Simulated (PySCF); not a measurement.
CH6GeSTe, SMILES CS[Te][GeH3]. Atoms are numbered in the order given.

```xyz
10

Te     0.3676     0.1861     0.9083
S      1.6651     0.4422    -1.1202
C      2.0813    -1.2730    -1.5382
H      2.6918    -1.7426    -0.7551
H      2.6700    -1.2175    -2.4670
H      1.1803    -1.8740    -1.7236
Ge    -1.8148    -0.1166    -0.4110
H     -1.6320    -1.2801    -1.4010
H     -2.9376    -0.4488     0.5907
H     -2.1409     1.1775    -1.1721
```

Coordinates come from a PBE0-D3(BJ)/def2-SVP optimisation. This is a generated structure with no PubChem entry under its InChIKey; it may be hypothetical. The def2 effective core potentials stand for the cores of Te; spin–orbit coupling is left out. One conformer was computed; it need not be the lowest.

Method: CAM-B3LYP/def2-TZVP run with PySCF.

Computed frontier levels, gap, dipole moment and polarisability:
```yaml
highest_occupied_level: -7.66 eV
lowest_empty_level: -0.68 eV
orbital_gap: 6.98 eV
dipole_moment: 1.55 D
quadrupole, principal values (traceless, Buckingham form, about the centre of nuclear charge): -5.90, -0.69, 6.59 D·Å
mean_static_polarisability: 104.3 bohr³ (15.46 Å³)
polarisability_principal_values: 81.5, 102.6, 128.8 bohr³
```
